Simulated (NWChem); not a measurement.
Molecule: CH5ClSi; SMILES C[SiH2]Cl

Program: NWChem. Pople sets run with spherical d functions. Medium grid unless said otherwise, to which SCAN and Minnesota functionals are sensitive. Coordinates come from a PBE-D3(BJ)/def2-SVP optimisation. Hybrids' shares of exact exchange are those that their runs print; pure functionals count as 0. The functionals differ in more than this share.

```csv
row,share of exact exchange,highest occupied level (eV)
PBE/6-31G*,0.00,-7.25
M06-L/6-31G*,0.00,-7.66
B3LYP/6-31G*,0.20,-8.36
M06-2X/6-31G*,0.54,withheld
Hartree-Fock/6-31G*,1.00,-11.94
```

Question: Fit a straight line of the last column on the one before it, predict the withheld value, and compare with the run.

Answer: 
1. Means of the 4 shown rows: x = 0.300, y = -8.803. Slope Σ(x − x̄)(y − ȳ)/Σ(x − x̄)² = -3.049/0.6800 = -4.484; intercept -7.457.
2. The shown rows scatter about the line by 0.145 (root mean square); the largest residual is +0.21, at PBE/6-31G*.
3. At x = 0.54 (M06-2X/6-31G*; inside the shown range) the line gives -9.88.
4. The run gives -9.89, -0.01 from the line, 0.1 times the scatter.
